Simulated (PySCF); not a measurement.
**How the method moves the HOMO and LUMO of `N#C[SiH2][SiH2][SiH2]N`**

CH₈N₂Si₃.
SMILES with atom numbers: `[N:1]#[C:2][SiH2:3][SiH2:4][SiH2:5][NH2:6]` (hydrogens: H7, H8 on Si3; H9, H10 on Si4; H11, H12 on Si5; H13, H14 on N6)

Cartesian coordinates in Å at the PBE0-D3(BJ)/def2-SVP level; atoms count from 1:
```xyz
14
CH8N2Si3 angstrom
N     -0.9529    2.4968    0.9949
C     -1.4152    1.4466    0.8200
Si    -1.9965   -0.3053    0.5226
Si    -0.3485   -1.3552   -0.7940
Si     1.5592    0.0572   -0.8613
N      1.9448    0.8286    0.6308
H     -3.3432   -0.1964   -0.1079
H     -2.1266   -0.9038    1.8831
H     -0.9417   -1.6197   -2.1444
H     -0.0825   -2.6765   -0.1381
H      1.2568    1.1019   -1.8842
H      2.7176   -0.7822   -1.2954
H      1.3693    1.5994    0.9565
H      2.3540    0.3113    1.3994
```

Basis pcSseg-1 throughout (PySCF), one geometry. One conformer (not necessarily the lowest) at the PBE0-D3(BJ)/def2-SVP geometry, without solvent, vibrations or thermal averaging.

Q: How do the orbital energies, the gap and the dipole change with the method?

A: 
```
   method                    kind  HOMO (eV)  LUMO (eV)  gap (eV)  μ (D)  SCF cycles
     BLYP                     GGA      -5.72      -1.58      4.15   2.87          15
    B97-D                     GGA      -5.86      -1.64      4.22   2.90          15
     OPBE                     GGA      -5.86      -1.63      4.23   2.81          16
      PBE                     GGA      -5.88      -1.75      4.12   2.85          15
      KT3                     GGA      -5.95      -1.70      4.25   2.84          15
      KT2                     GGA      -5.96      -1.79      4.16   2.88          15
     BP86                     GGA      -5.99      -1.85      4.15   2.89          15
      LDA                     LDA      -5.99      -1.95      4.05   2.99          15
    B97-2           global hybrid      -6.89      -0.93      5.96   3.01          13
    B3LYP           global hybrid      -6.90      -1.07      5.83   3.01          14
     PBE0           global hybrid      -7.14      -0.92      6.22   3.02          14
 mPW1PW91           global hybrid      -7.17      -0.92      6.25   3.05          14
BHandHLYP           global hybrid      -8.26       0.05      8.31   3.18          13
CAM-B3LYP  range-separated hybrid      -8.41       0.20      8.62   3.09          14
  wB97X-D  range-separated hybrid      -8.95       0.80      9.76   3.08          14
  LC-wPBE  range-separated hybrid      -9.74       1.24     10.98   3.12          13
       HF            Hartree–Fock      -9.99       2.31     12.30   3.33          12
```

The HOMO spans 4.26 eV, from BLYP down to HF, and the gap runs from 4.05 eV (LDA) to 12.30 eV (HF). Over the methods BLYP (0 %), B97-D (0 %), OPBE (0 %), PBE (0 %), KT3 (0 %), KT2 (0 %), BP86 (0 %), LDA (0 %), B97-2 (21 %), B3LYP (20 %), PBE0 (25 %), mPW1PW91 (25 %), BHandHLYP (50 %), HF (100 %), a straight line through the gap against the share of exact exchange rises by 0.82 eV for each 10 % (correlation coefficient 1.000). The dipole ranges from 2.81 D (OPBE) to 3.33 D (HF). This basis has no diffuse functions.
